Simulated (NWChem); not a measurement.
System meant: CdSiH4O; SMILES [OH][Cd][SiH3]

Here is an NWChem input.

```
start job
memory heap 200 mb stack 900 mb global 1100 mb
geometry units angstroms noautoz
  Cd     0.778789    -0.298487    -0.001096
  O      1.130672    -2.245111    -0.001899
  H      0.332692    -2.784851     0.001396
  Si     0.426606     2.151619     0.000257
  H     -1.034573     2.470247    -0.073664
  H      1.093867     2.803003    -1.170614
  H      0.967194     2.782870     1.245114
end
basis spherical
  Cd library def2-svp
  O library def2-svp
  H library def2-svp
  Si library def2-svp
end
ecp
  Cd library def2-ecp
end
dft
  odft
  mult 2
  xc xpbe96 cpbe96
  iterations 150
  mulliken
end
task dft energy
```

End of the output:

```
 ==============================================================================
                                 internuclear angles
 ------------------------------------------------------------------------------
        center 1       |       center 2       |       center 3       |  degrees
 ------------------------------------------------------------------------------
    2 O                |   1 Cd               |   4 Si               |   177.93
    1 Cd               |   2 O                |   3 H                |   113.83
    1 Cd               |   4 Si               |   5 H                |   110.45
    1 Cd               |   4 Si               |   6 H                |   111.52
    1 Cd               |   4 Si               |   7 H                |   111.50
    5 H                |   4 Si               |   6 H                |   107.69
    5 H                |   4 Si               |   7 H                |   107.68
    6 H                |   4 Si               |   7 H                |   107.82
 ------------------------------------------------------------------------------
                            number of included internuclear angles:          8
 ==============================================================================

 Summary of "ao basis" -> "" (spherical)
 ------------------------------------------------------------------------------
       Tag                 Description            Shells   Functions and Types
 ---------------- ------------------------------  ------  ---------------------
 Cd                         def2-svp                11       31   5s3p2d1f
 O                          def2-svp                 6       14   3s2p1d
 H                          def2-svp                 3        5   2s1p
 Si                         def2-svp                 8       18   4s3p1d

 Summary of "ao basis" -> "ao basis" (spherical)
 ------------------------------------------------------------------------------
       Tag                 Description            Shells   Functions and Types
 ---------------- ------------------------------  ------  ---------------------
 Cd                         def2-svp                11       31   5s3p2d1f
 O                          def2-svp                 6       14   3s2p1d
 H                          def2-svp                 3        5   2s1p
 Si                         def2-svp                 8       18   4s3p1d

  number of electrons :                   46
  multiplicity        :                    2
 ------------------------------------------------------------------------
  no. of electrons and multiplicity not compatible                  46
 ------------------------------------------------------------------------
 ------------------------------------------------------------------------
  current input line :
    28: task dft energy
 ------------------------------------------------------------------------
 ------------------------------------------------------------------------
 There is an error in the input file
 ------------------------------------------------------------------------
 For more information see the NWChem manual at https://nwchemgit.github.io

0: no. of electrons and multiplicity not compatible:Received an Error in Communication
```

Question: Can this run be used? If not, why, and what is the fix?

Answer: The input was rejected before any calculation. Cause: the multiplicity doesn't fit the number of electrons (an even count wants an odd multiplicity, and the reverse). This input runs:
```
start job
memory heap 200 mb stack 900 mb global 1100 mb
geometry units angstroms noautoz
  Cd     0.778789    -0.298487    -0.001096
  O      1.130672    -2.245111    -0.001899
  H      0.332692    -2.784851     0.001396
  Si     0.426606     2.151619     0.000257
  H     -1.034573     2.470247    -0.073664
  H      1.093867     2.803003    -1.170614
  H      0.967194     2.782870     1.245114
end
basis spherical
  Cd library def2-svp
  O library def2-svp
  H library def2-svp
  Si library def2-svp
end
ecp
  Cd library def2-ecp
end
dft
  xc xpbe96 cpbe96
  iterations 150
  mulliken
end
task dft energy
```
It converges to -534.45979 Ha (PBE/def2-SVP with def2 effective core potentials on Cd).
